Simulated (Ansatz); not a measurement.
# Worked example: the step energy

An elementary step of Si₂H₄Cl₄, singlet (Si₂H₃Cl₃ ([SiH3][Si]([Cl])([Cl])[Cl]) + HCl → SiHCl₃ ([Cl][SiH]([Cl])[Cl]) + SiH₃Cl ([SiH3][Cl]); Si–Si, H–Cl broken or loosened, Si–H, Si–Cl formed or tightened). “Start” and “end” are the PBE0-D4/def2-TZVP structures reached by relaxing down either side of its saddle point, with the molecules still in contact.

Ansatz 0.2.0; basis: def2-TZVPP and def2-QZVPP; cores frozen in the correlated methods.

Energies in eV:

| quantity | end | start |
| --- | --- | --- |
| Hartree–Fock, triple zeta (X = 3) | -65810.00186 | -65808.82334 |
| Hartree–Fock, quadruple zeta (X = 4) | -65811.88672 | -65810.69821 |
| MP2 correlation, X = 3 | -27.41901 | -27.60592 |
| MP2 correlation, X = 4 | -30.14177 | -30.32186 |
| CCSD(T) correlation, X = 3 | -31.07411 | -31.33974 |

(1) Work out the step energy at the basis limit: extrapolate Hartree–Fock as E(X) = E∞ + A exp(−7.88 √X) and the MP2 correlation as E(X) = E∞ + B X^−2.97 (the exponents that Neese and Valeev fitted for def2-TZVPP and QZVPP), then add CCSD(T) − MP2 in triple zeta.

The T1 diagnostic stays at or below 0.012.

Answers

(1) Each step is linear, so take the differences first (end − start): Hartree–Fock -1.17852 (X = 3) and -1.18851 (X = 4); MP2 correlation 0.18691 and 0.18009; CCSD(T) correlation 0.26563.
Two points give E∞ = E(4) + w [E(4) − E(3)], with w = 1/(exp(7.88 (2 − √3)) − 1) = 0.1377 for Hartree–Fock and w = 1/((4/3)^2.97 − 1) = 0.7407 for the correlation.
Hartree–Fock: -1.18851 + 0.1377 × (-0.00999) = -1.1899 eV.
MP2 correlation: 0.18009 + 0.7407 × (-0.00682) = 0.1750 eV.
CCSD(T) − MP2: 0.26563 − 0.18691 = 0.0787 eV.
Sum: -1.1899 + 0.1750 + 0.0787 = -0.9362 eV, or -21.59 kcal/mol. Plain CCSD(T) in triple zeta gives -0.9129 eV, so the larger basis shifts the result by -0.0233 eV.

Labels in which every atom is bracketed show which atoms are joined, not bond orders.

For scale, one of the runs: CCSD(T)/def2-TZVPP, 308 basis functions, launched by `ansatz run in.yaml --threads 2 --pin off --events-out ev --progress --plain --max-ram 32768MiB --backend cuda --devices 0, --max-vram 18GiB`. Time: 18 s of wall clock on 2 CPU threads of an AMD EPYC 7R13 and a share of one NVIDIA H100; the host was shared. Peak host memory: 0.85 GiB.
